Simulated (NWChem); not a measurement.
# C$_{3}$H$_{3}$F$_{3}$; SMILES C=C(F)C(F)F

```xyz
9

C     -1.3467    -1.1081    -0.2233
C     -0.0800    -0.7215    -0.1743
F      0.9371    -1.5515    -0.3948
C      0.4154     0.6608     0.1408
F     -0.6189     1.4742     0.4177
F      1.0829     1.1594    -0.9209
H     -2.1358    -0.3829    -0.0286
H     -1.6040    -2.1421    -0.4577
H      1.1075     0.6509     1.0029
```
Atoms are numbered in this order, from 1.

Computed with NWChem. Geometry optimised at PBE0/def2-SVP; all other runs use it. 

```csv
quantity,level,value
"vertical, lowest state with f > 0.02, singlet (eV)","PBE/def2-SVPD, TDA",6.92
"vertical ionisation energy, ΔSCF (eV)",PBE/def2-SVP,10.40
"isotropic polarisability (bohr³), static",PBE/def2-SVPD,42.0
dipole in solution (D) in n-hexane,"PBE0/def2-SVP, SMD",1.62
dipole (D),PBE0/def2-SVP,1.47
highest harmonic frequency (cm⁻¹),PBE0/def2-SVP,3322
```
